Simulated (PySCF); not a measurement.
**Variants of one PySCF input: CsI**

Base input, run as `OMP_NUM_THREADS=1 python input.py` with PySCF 2.14:

```python
from pyscf import gto, scf
from pyscf.hessian import thermo

mol = gto.M(
    atom='Cs 0 0 0; I 0 0 3.269',
    basis='lanl2dz',
    ecp={'Cs': 'lanl2dz', 'I': 'lanl2dz'},
    charge=0,
    spin=0,
    verbose=4,
)
mf = scf.RHF(mol)
mf.kernel()
hess = mf.Hessian().kernel()
print('wavenumber (cm^-1) =', thermo.harmonic_analysis(mol, hess)['freq_wavenumber'].round(1))
mf.dip_moment()
print('orbital energies (hartree):', mf.mo_energy[..., max(0, mol.nelec[1]-3):mol.nelec[0]+3].round(4))
```

Base result: E(SCF) = -30.842508 Eh, 8 cycles, μz(SCF) = -14.74 D, wavenumbers 174 cm⁻¹. Stability towards an unrestricted solution was not tested. The bond length is a typed value, not an optimised one, so the wavenumber is not that of the minimum.

Hardware: AMD EPYC 9R45 96-Core, 1 thread, shared host. Wall time 1.1 s, peak memory 0.12 GiB.

Each row names what differs from the base; energies in brackets are changes from the base.

| change | result |
| --- | --- |
| initial guess: minao → huckel [not at a minimum] | E(SCF) = -30.842508 Eh (+0.0000 eV), 7 cycles, μz(SCF) = -14.74 D, wavenumbers 174 cm⁻¹ |
| step after the SCF: frequency → gradient | E(SCF) = -30.842508 Eh (+0.0000 eV), 8 cycles, μz(SCF) = -14.74 D, gradient on the second atom -0.0335 Eh/bohr |
| electric field along z (a.u.): none → 0.2; step after the SCF: frequency → analyze [unsound on purpose] [may be another electronic state] | E(SCF) = -35.444802 Eh (-125.2348 eV), 14 cycles, μz(SCF) = 108.17 D |
| basis set: lanl2dz → def2-tzv2p; core potential: on → off [unsound on purpose] | stops with BasisNotFoundError (def2-tzv2p) |
| convergence threshold: default → 0.001 [unsound on purpose] [not at a minimum] | E(SCF) = -30.842504 Eh (+0.0001 eV), 3 cycles, μz(SCF) = -14.71 D, wavenumbers 174 cm⁻¹ |
| functional: none (Hartree–Fock) → b3pw91; SCF type: RHF → RKS; step after the SCF: frequency → analyze | E(SCF) = -31.392044 Eh, 6 cycles, μz(SCF) = -14.05 D |
| geometry: bond 3.269 → bond 4.904 [stretched restricted solution, likely unstable] [not at a minimum] | E(SCF) = -30.829096 Eh (+0.3650 eV), 8 cycles, μz(SCF) = -21.90 D |
| basis set: lanl2dz → sbkjc [not at a minimum] [with its own core potential] | E(SCF) = -11.425095 Eh, 7 cycles, μz(SCF) = -15.00 D, wavenumbers 133 cm⁻¹ |
| charge: 0 → -1; spin (2S): 0 → 1; SCF type: RHF → UHF [another spin of the ion may lie lower] [no diffuse functions for the anion] [not at a minimum] | E(SCF) = -30.857039 Eh (-0.3954 eV), 9 cycles, ⟨S²⟩ = 0.750, wavenumbers 174 cm⁻¹ |
| geometry: bond 3.269 → bond 3.498 [not at a minimum] | E(SCF) = -30.851323 Eh (-0.2399 eV), 8 cycles, μz(SCF) = -15.66 D, wavenumbers 126 cm⁻¹ |
| geometry: bond 3.269 → bond 2.877 [not at a minimum] | E(SCF) = -30.787662 Eh (+1.4924 eV), 8 cycles, μz(SCF) = -13.11 D, wavenumbers 296 cm⁻¹ |
| SCF type: RHF → ROHF | stops with NotImplementedError (Method Hessian invalid or not implemented) after the SCF |
| spin (2S): 0 → 2; SCF type: RHF → UHF [not at a minimum] [a high spin state] | E(SCF) = -30.727919 Eh (+3.1181 eV), 9 cycles, ⟨S²⟩ = 2.001, μz(SCF) = 3.70 D, wavenumbers 147 cm⁻¹ |
| density fitting: none → weigend [unsound on purpose] [this fitting set is unfit for the basis or for exact exchange; a fit set errs by some meV] [not at a minimum] | E(SCF) = -30.828700 Eh (+0.3757 eV), 8 cycles, μz(SCF) = -14.74 D, wavenumbers 174 cm⁻¹ |
| functional: none (Hartree–Fock) → lc_wpbe; SCF type: RHF → RKS; step after the SCF: frequency → analyze | E(SCF) = -31.386638 Eh, 8 cycles, μz(SCF) = -14.76 D |
| core potential: on → off [unsound on purpose] | stops with RuntimeError (Failed to assign mo_occ. Nocc (54) > Nmo (20)) |
| spin-free X2C: off → on [unsound on purpose] | stops with NotImplementedError |

Question: Order these changes by how far they move the SCF energy from the base, largest first: (1) geometry: bond 3.269 → bond 2.877; (2) geometry: bond 3.269 → bond 3.498; (3) geometry: bond 3.269 → bond 4.904; (4) initial guess: minao → huckel.

Answer: (1) +1.4924 eV, (3) +0.3650 eV, (2) -0.2399 eV, (4) +0.0000 eV.
